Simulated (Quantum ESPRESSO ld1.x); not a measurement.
Values are calculated unless marked as measured or tabulated.
Problem. Species: Ge II. Configuration: [Ar] 3d10 4s2 4p1. Code: ld1.x of Quantum ESPRESSO 7.5. Model: scalar-relativistic Kohn-Sham, LDA (Slater exchange, Perdew-Zunger correlation), spin-unpolarised, spherical densities, point nucleus. Some entries of the table are withheld. Estimate them.

orbital  occ.  eigenvalue (hartree)  <1/r> (bohr^-1)
1s          2              -402.418            32.33
2s          2                   (1)            7.094
2p          6              -44.3623              (2)
3s          2              -6.49785              (3)
3p          6              -4.57388              (4)
3d         10              -1.41893            1.783
4s          2              -0.74036           0.6487
4p          1                   (5)              (6)

Solution. 
(1) 2s eigenvalue (hartree): -50.6604
(2) 2p <1/r> (bohr^-1): 6.963
(3) 3s <1/r> (bohr^-1): 2.282
(4) 3p <1/r> (bohr^-1): 2.130
(5) 4p eigenvalue (hartree): -0.42168
(6) 4p <1/r> (bohr^-1): 0.5109
